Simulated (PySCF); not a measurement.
[Yb(H2CO)]2+ at several levels of theory

Computed with PySCF 2.14.0 (density fitting, no spin-orbit coupling) at the geometry relaxed with PBE0:

```xyz
5
[Yb(H2CO)]2+ (singlet in the valence; each metal's 4f electrons, 14 of them, lie in its core potential, out of spins and levels)
Yb    0.0000    0.0000   -0.2352
O     0.0000    0.0000    2.0352
C     0.0000    0.0000    3.2657
H     0.9548    0.0000    3.8274
H    -0.9548    0.0000    3.8274
```

| level | basis | state | HOMO (eV) | gap (eV) | charge on Yb1 (e) | population of f-type functions on Yb1 (polarisation alone where 4f lies in the core) | dipole about the centre of mass (D) | largest force component (eV/Å) |
| --- | --- | --- | --- | --- | --- | --- | --- | --- |
| PBE0 | Yb lcecp-0-SVP with ECP60, O def2-SVP, C def2-SVP, H def2-SVP | singlet | – | – | 1.74 | 0.00 | 2.59 | 0.00 |
| M06-L | the same | singlet | – | – | 1.77 | 0.00 | 2.35 | 0.24 |
| PBE0 | Yb lcecp-0-TZVP with ECP60, O def2-TZVP, C def2-TZVP, H def2-TZVP | singlet | – | – | 1.83 | 0.01 | 2.70 | 0.28 |

In the lcecp rows the 4f levels are missing from HOMO and gap, and the state counts the valence alone.

Charges are Mulliken's, which hang on the basis. The relaxation used the grid (50, 194), these runs (75, 302) or, all-electron (x2c bases, spin-free X2C Hamiltonian), (99, 590).

Q: What does BLYP with Yb lcecp-0-SVP with ECP60, O def2-SVP, C def2-SVP, H def2-SVP give here?

A: state singlet, charge on Yb1 (e) 1.69, population of f-type functions on Yb1 (polarisation alone where 4f lies in the core) 0.00, dipole about the centre of mass (D) 2.70, largest force component (eV/Å) 1.16. Time: 2.7 s on 2 threads of Arm Neoverse V1, with other jobs on the host, from an already converged density.

An lcecp potential fixes the number of 4f electrons, so in runs with it no electron can move into or out of that shell.
